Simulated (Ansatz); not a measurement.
## One elementary step

Start structure (ZnSiH$_{6}$O, closed shell), relaxed at PBE0-D4/def2-TZVP:

```xyz
9
angstrom
Zn -0.4008 -0.4314 -0.5430
Si 1.7033 -0.4851 0.4803
O -2.0261 -0.3224 -1.2791
H -1.5557 2.0213 0.8027
H -2.0151 1.6909 0.3115
H 1.8985 -1.7418 1.2554
H 1.8660 0.6571 1.4223
H 2.7990 -0.4017 -0.5251
H -2.2693 -0.9867 -1.9249
```

The step: ZnSiH₄O ([OH][Zn][SiH3]) + H₂ → ZnH₂O ([OH][ZnH]) + SiH₄; bonds formed: Zn1–H5, Si2–H4; bonds broken: Zn1–Si2, H4–H5. Program: Ansatz 0.2.0. Basis: def2-TZVPP and def2-QZVPP. Cores are frozen in the correlated methods. The 3s and 3p shells of Cu and Zn are frozen; filled d shells are correlated. Extrapolation: Hartree–Fock as exp(−7.88 √X), correlation as X^−2.97. Energies below are by CCSD(T) at an estimated basis limit (MP2 extrapolated from triple and quadruple zeta, plus CCSD(T) − MP2 in triple zeta).

Task: What are the electronic barrier and the energy of the step, from the start structure to the end structure? (To be estimated.)

Result: By the calculation: Barrier 51.09 kcal/mol; step energy 0.48 kcal/mol (uphill); reverse barrier, their difference, 50.61 kcal/mol. Barrier and step energy count from the start structure, the reverse barrier from the end structure.

The saddle point: One imaginary mode of 1380i cm⁻¹.
| pair | start (Å) | saddle (Å) | end (Å) |
| --- | --- | --- | --- |
| Zn1–H5 | 2.80 | 1.70 | 1.52 |
| Si2–H4 | 4.12 | 1.96 | 1.50 |
| Zn1–Si2 | 2.34 | 2.61 | 3.46 |
| H4–H5 | 0.75 | 1.22 | 3.08 |

Zero-point energy (harmonic, PBE0-D4): ZPE is 30.81 kcal/mol at the start and 30.80 kcal/mol at the saddle, so the barrier goes from 51.09 to 51.08 kcal/mol.

No T1 diagnostic of these runs exceeds 0.018.

Labels in which every atom is bracketed show which atoms are joined, not bond orders.

For scale, one of the runs: CCSD(T)/def2-TZVPP, 221 basis functions, launched by `ansatz run in.yaml --threads 4 --pin off --events-out ev --progress --plain --max-ram 9574MiB`. Time: 86 s of wall clock on 4 CPU threads of an Arm Neoverse V1; the host was shared. Peak host memory: 3.3 GiB.
